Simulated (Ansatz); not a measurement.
Geometry optimisation of the cluster Ti₂O₄⁻.

```yaml
crystal:
  periodic: [false, false, false]
  atoms:
    - {symbol: Ti, position_ang: [-0.785440, -1.045820, 0.270060]}
    - {symbol: Ti, position_ang: [0.898990, 0.937040, -0.204060]}
    - {symbol: O, position_ang: [-1.918420, -2.148920, 0.599590]}
    - {symbol: O, position_ang: [-0.261790, 1.525220, 0.871780]}
    - {symbol: O, position_ang: [0.970830, -0.950060, 0.099120]}
    - {symbol: O, position_ang: [1.095840, 1.682520, -1.636490]}
basis:
  gaussian: {orbitals: def2-SVPD}
total_charge: -1
magnetization: {spin_polarized: true, initial_magnetization: 1}
hamiltonian: {xc: pbe, dispersion: d4}
scf: {lower_state_search: "off"}
output: {orbitals: {seedname: orbitals}}
relax: {f_tol: 0.02, max_steps: 100}
```

```sh
$ ansatz run in.yaml --threads 4 --pin off --events-out ev --progress --plain --max-ram 4787MiB
```

Output, abridged:

```
Functional definition: PBE
  name "PBE"
  cite "Perdew, Burke & Ernzerhof, Phys. Rev. Lett. 77, 3865 (1996) doi:10.1103/PhysRevLett.77.3865"
  parent pbe
  parameter kappa = 0.804
  parameter beta = 0.06672455060314922
  exchange = pbe_x(kappa = kappa, mu = beta*pi^2/3)
  correlation = pbe_c(beta = beta)
these checks for a lower state are left out or cut short: stability, starts, cluster_reference, orbital_swaps, neighbouring_geometries, increment
mean field -54394.81706921 eV, -1998.9726571624 hartree, gradient 5.9e-6 eV, S^2 0.754518; 0 other end points of the search recorded, 0 dependent functions left out
the calculation of the forces begins
relax step   1: F+E_penalty+E_count = -54395.03622597 eV  Δ(F+E_penalty+E_count) = +0.000e0 eV  max|allowed force component| = 3.466e0 eV/Å  Δτ_max = 0.0000 Å  (47 SCF iters, accepted)
these checks for a lower state are left out or cut short: stability, starts, cluster_reference, orbital_swaps, neighbouring_geometries, increment
mean field -54395.89773691 eV, -1999.0123709678 hartree, gradient 1.5e-6 eV, S^2 0.754685; 0 other end points of the search recorded, 0 dependent functions left out
the calculation of the forces begins
relax step   2: F+E_penalty+E_count = -54396.11189478 eV  Δ(F+E_penalty+E_count) = -1.076e0 eV  max|allowed force component| = 1.899e0 eV/Å  Δτ_max = 0.1977 Å  (39 SCF iters, accepted)
these checks for a lower state are left out or cut short: stability, starts, cluster_reference, orbital_swaps, neighbouring_geometries, increment
mean field -54396.42646564 eV, -1999.0318013900 hartree, gradient 1.9e-6 eV, S^2 0.754403; 0 other end points of the search recorded, 0 dependent functions left out
the calculation of the forces begins
relax step   3: F+E_penalty+E_count = -54396.64196276 eV  Δ(F+E_penalty+E_count) = -5.301e-1 eV  max|allowed force component| = 1.084e0 eV/Å  Δτ_max = 0.1909 Å  (38 SCF iters, accepted)
these checks for a lower state are left out or cut short: stability, starts, cluster_reference, orbital_swaps, neighbouring_geometries, increment
mean field -54396.63731138 eV, -1999.0395498282 hartree, gradient 4.4e-6 eV, S^2 0.753530; 0 other end points of the search recorded, 0 dependent functions left out
the calculation of the forces begins
relax step   4: F+E_penalty+E_count = -54396.85747099 eV  Δ(F+E_penalty+E_count) = -2.155e-1 eV  max|allowed force component| = 1.134e0 eV/Å  Δτ_max = 0.1947 Å  (33 SCF iters, accepted)
these checks for a lower state are left out or cut short: stability, starts, cluster_reference, orbital_swaps, neighbouring_geometries, increment
mean field -54396.79652087 eV, -1999.0454006689 hartree, gradient 2.4e-6 eV, S^2 0.753180; 0 other end points of the search recorded, 0 dependent functions left out
the calculation of the forces begins
relax step   5: F+E_penalty+E_count = -54397.01477663 eV  Δ(F+E_penalty+E_count) = -1.573e-1 eV  max|allowed force component| = 4.386e-1 eV/Å  Δτ_max = 0.1998 Å  (38 SCF iters, accepted)
these checks for a lower state are left out or cut short: stability, starts, cluster_reference, orbital_swaps, neighbouring_geometries, increment
mean field -54396.84785585 eV, -1999.0472871947 hartree, gradient 4.1e-6 eV, S^2 0.752721; 0 other end points of the search recorded, 0 dependent functions left out
the calculation of the forces begins
relax step   6: F+E_penalty+E_count = -54397.06855461 eV  Δ(F+E_penalty+E_count) = -5.378e-2 eV  max|allowed force component| = 8.686e-2 eV/Å  Δτ_max = 0.1596 Å  (32 SCF iters, accepted)
these checks for a lower state are left out or cut short: stability, starts, cluster_reference, orbital_swaps, neighbouring_geometries, increment
mean field -54396.82663889 eV, -1999.0465074859 hartree, gradient 1.4e-6 eV, S^2 0.752555; 0 other end points of the search recorded, 0 dependent functions left out
the calculation of the forces begins
relax step   7: F+E_penalty+E_count = -54397.04977782 eV  Δ(F+E_penalty+E_count) = +1.878e-2 eV  max|allowed force component| = 7.795e-1 eV/Å  Δτ_max = 0.0835 Å  (32 SCF iters, rejected (line search))
these checks for a lower state are left out or cut short: stability, starts, cluster_reference, orbital_swaps, neighbouring_geometries, increment
mean field -54396.84920387 eV, -1999.0473367336 hartree, gradient 1.7e-6 eV, S^2 0.752668; 0 other end points of the search recorded, 0 dependent functions left out
the calculation of the forces begins
relax step   8: F+E_penalty+E_count = -54397.07066147 eV  Δ(F+E_penalty+E_count) = -2.107e-3 eV  max|allowed force component| = 1.649e-2 eV/Å  Δτ_max = 0.0381 Å  (25 SCF iters, accepted)
Total energy: -54397.07071810 eV, -1999.0554772315 hartree
Atom 0 at    -0.610332    -0.901168     0.865203 Å, force     0.013983     0.009308     0.006109 eV/Å
Atom 1 at     0.993133     0.948679    -0.218324 Å, force    -0.000276    -0.007529     0.016489 eV/Å
Atom 2 at    -1.919275    -1.884726     0.540784 Å, force    -0.009529    -0.005833    -0.007023 eV/Å
Atom 3 at    -0.675413     0.951326     0.624105 Å, force    -0.012435     0.011802     0.005195 eV/Å
Atom 4 at     0.932847    -0.919241    -0.189744 Å, force     0.008505    -0.013992    -0.005731 eV/Å
Atom 5 at     1.279050     1.805110    -1.622024 Å, force    -0.000249     0.006243    -0.015039 eV/Å
Dipole moment:     0.408835     0.051075     0.690083 e Å
Checks for a lower state left out: stability, starts, cluster_reference, orbital_swaps, neighbouring_geometries, increment
```

Hardware: 4 threads of Arm Neoverse V1 on a shared host. Wall time 29 s.

The highest occupied level of the charge -1 doublet lies above zero (up to 0.00 eV). The electron is either unbound and held by the finite basis, or the level is raised by self-interaction error. The structure comes from a short search, and lower isomers may exist.
